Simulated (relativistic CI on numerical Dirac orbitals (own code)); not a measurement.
# Hyperfine structure of Re30+, mass number 185

Calculated at this level of theory: Dirac-Coulomb-Breit CI, orbitals from a KLI potential per configuration, model QED (radiative potential, 1s self-energy scaled to tabulated hydrogen-like ionisation energies), unscaled Slater integrals (own radial code, finite nucleus).

CI space (outside the closed core [Ar] 3d10): 4s2 4p6 4d9, 4s2 4p5 4d10, 4s2 4p6 4d8 4f, 4s 4p6 4d10, 4s2 4p5 4d9 4f, 4s 4p6 4d9 4f, 4s2 4p6 4d8 5s, 4s2 4p6 4d7 4f 5s, 4s2 4p6 4d8 5p, 4s2 4p6 4d8 5d, 4s2 4p5 4d9 5s, 4s2 4p6 4d7 5s2, 4s2 4p6 4d6 4f 5s2, 4s2 4p5 4d7 4f 5s2, 4s 4p6 4d7 4f 5s2. Double excitations out of closed p, d and f shells are left out; levels of such configurations are missing from the list, as are those of other unlisted configurations, and high levels can miss mixing partners.

Nuclear spin I = 5/2, μ = 3.176 μN, Q = 2.07 b (tables of Stone and Pyykkö). The electronic factors are computed for point nuclear moments, without core polarisation or the Bohr-Weisskopf and QED corrections.

```json
{"Level": "4s2 4p6 4d9 2D_5/2", "E (cm⁻¹)": "0", "A (MHz)": "12650", "B (MHz)": "-43400"}
{"Level": "4s2 4p6 4d9 2D_3/2", "E (cm⁻¹)": "143715", "A (MHz)": "32280", "B (MHz)": "-36200"}
{"Level": "4s2 4p5 4d10 2P°_3/2", "E (cm⁻¹)": "1499351", "A (MHz)": "54730", "B (MHz)": "-169000"}
{"Level": "4s2 4p6 4d8 4f 4F°_7/2", "E (cm⁻¹)": "1587551", "A (MHz)": "9669", "B (MHz)": "-27900"}
{"Level": "4s2 4p6 4d8 4f 4F°_9/2", "E (cm⁻¹)": "1610937", "A (MHz)": "8681", "B (MHz)": "-20900"}
{"Level": "4s2 4p6 4d8 4f 4I°_15/2", "E (cm⁻¹)": "1632897", "A (MHz)": "8224", "B (MHz)": "-17900"}
```

Levels with J = 0, under 50 % of one LS term, or S terms without an open s electron are left out. Small factors come from cancelling terms and can be off by tens of per cent or more.

At this charge energies of transitions that change n are usually good to better than 1 %, and those within a shell (Δn = 0) to a few per cent.

(1) Give the hyperfine levels of 4s2 4p6 4d9 2D_5/2 relative to its centre of gravity.

Answers

(1) With K = F(F + 1) − I(I + 1) − J(J + 1), E = AK/2 + B[¾K(K + 1) − I(I + 1)J(J + 1)]/[2I(2I − 1)J(2J − 1)]: F = 0: -141000, F = 1: -118000, F = 2: -75750, F = 3: -22200, F = 4: 30990, F = 5: 68200 MHz.

LS names give the leading component of a level, which can be under half, so a name can repeat, a term be missing and a line seem to break the LS rules.
